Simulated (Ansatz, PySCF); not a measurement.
This singlet lies 0.24 eV below the relaxed triplet at the level composite: frozen-core CCSD(T) with HF/cc-pVQZ and the correlation energy extrapolated as X^-3 from cc-pVTZ and cc-pVQZ, plus CCSDT(Q) minus CCSD(T) in cc-pVDZ // PBE0-D3(BJ)/def2-TZVP (Ansatz, an electronic-structure program); other levels give the other order.

Cartesian coordinates (Å):
SMILES: [AlH2][GeH]
```xyz
5

Al    -0.6721     0.1292     0.1189
Ge     1.6030    -0.5971     0.9136
H     -1.6981    -0.9251    -0.5039
H     -1.0873     1.6717     0.1216
H      1.8546    -0.2787    -0.6502
```
Charge 0, multiplicity 1.

### Question
What dipole moment, LUMO, HOMO, HOMO–LUMO gap and total energy does PBE-D3(BJ)/def2-TZVP // PBE0-D3(BJ)/def2-TZVP run with PySCF 2.14.0 give?

### Answer

```
Item                  Value
-------------  ------------
dipole moment        0.55 D
LUMO               -4.12 eV
HOMO               -5.29 eV
HOMO–LUMO gap       1.16 eV
total energy   -63150.03 eV
```
